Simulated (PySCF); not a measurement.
Species: C5H8SSi2.
SMILES with atom numbers: `[CH:1]#[C:2][SiH2:3][C@H:4]1[CH:5]=[CH:6][S:7][SiH2:8]1`

NICS = −σ at a ghost point: NICS(0) at the centroid of the ring atoms, NICS(1) 1 Å to either side along the normal of their mean plane, zz for the tensor component along that normal. Level: GIAO PBE0/pcSseg-1 (PySCF, non-relativistic, gas phase) on the GFN2-xTB geometry, one conformer.

Ring bond lengths (Å), with Mayer bond orders in brackets: C4–C5 1.491 (1.01), C5–C6 1.325 (1.84), C6–S7 1.759 (1.06), S7–Si8 2.149 (0.95), Si8–C4 1.904 (0.88).

**Question.** Give the NICS values of each ring in ppm.

**Answer.** 
| ring | type | NICS(0) | NICS(1), two faces | NICS(1)zz, two faces | rms pucker (Å) | centre to ring atoms, mean (Å) |
| --- | --- | --- | --- | --- | --- | --- |
| C4–C5–C6–S7–Si8 | 5-membered ring with S and Si; formal bonds 1 double, 4 single | -4.4 | -2.7 / -3.0 | -2.0 / -3.1 | 0.05 | 1.45 |

**Question.** What do they say, and how far can they be read as aromaticity?

**Answer.** 
- C4–C5–C6–S7–Si8: mean NICS(1)zz -2.6 ppm, near zero. C4, Si8 have four or more neighbours, and the NICS criterion for π rings isn't applied.

**Question.** At the second NICS(1) probe listed for ring C4–C5–C6–S7–Si8, 1 Å off the ring, what do the in-plane components average?

**Answer.** The isotropic value is a third of the trace: (3 × -3.0 − (-3.1))/2 = -3.0 ppm.

**Question.** Give the inner angles of the rings and the Hirshfeld charges of the ring atoms.

**Answer.** 
- C4–C5–C6–S7–Si8: C4 107.4° (-0.191 e), C5 121.5° (-0.070 e), C6 121.1° (-0.069 e), S7 92.9° (-0.085 e), Si8 96.2° (+0.325 e); sum 539.1° against 540° for a flat convex ring.

**Question.** How shielded are the nuclei of the rings and their hydrogens (means over atoms taken as equivalent)?

**Answer.** 
```tsv
atoms	environment	σ isotropic (ppm)
C4	sp3 carbon bound to silicon	166.9
C5	alkene CH carbon	57.9
C6	alkene CH carbon	51.1
S7	sulfur bonded to C and Si	599.5
Si8	SiH2 silicon	358.3
H on C4	methine hydrogen	29.99
H on C5	vinylic hydrogen	25.84
H on C6	vinylic hydrogen	25.68
H on Si8	Si–H hydrogen	26.34
H on Si8	Si–H hydrogen	26.31
```

Conformer computed: `[CH:1]#[C:2][SiH2:3][C@H:4]1[CH:5]=[CH:6][S:7][SiH2:8]1`: C2–Si3–C4–C5 -63°.
